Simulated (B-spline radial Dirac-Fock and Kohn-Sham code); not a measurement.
Z = 25 (manganese), transition energy 222 keV. These are calculated numbers from a radial atomic solver; the model is a Dirac-Hartree-Slater potential of the neutral atom with a Latter tail (no hole, which puts coefficients of high multipoles low close above an edge), finite nucleus with surface currents. Subshells that would emit electrons below 1 keV are left out.

Q: A pure transition shows α(K) = 0.102, L1/L2 = 10.2 and L1/L3 = 9.38. What is its multipolarity?
A. E1
B. M1
C. E2
D. M4
E. M3
F. E3
G. M2
H. E4

A: F. For comparison, α(K), L1/L2, L1/L3 are E1 0.00310, 78.7, 44.0; E2 0.0193, 27.1, 20.8; E4 0.513, 4.82, 4.81; M1 0.00359, 54.4, 107; M2 0.0196, 27.9, 51.4; M3 0.103, 17.0, 18.8; M4 0.541, 11.6, 8.94.
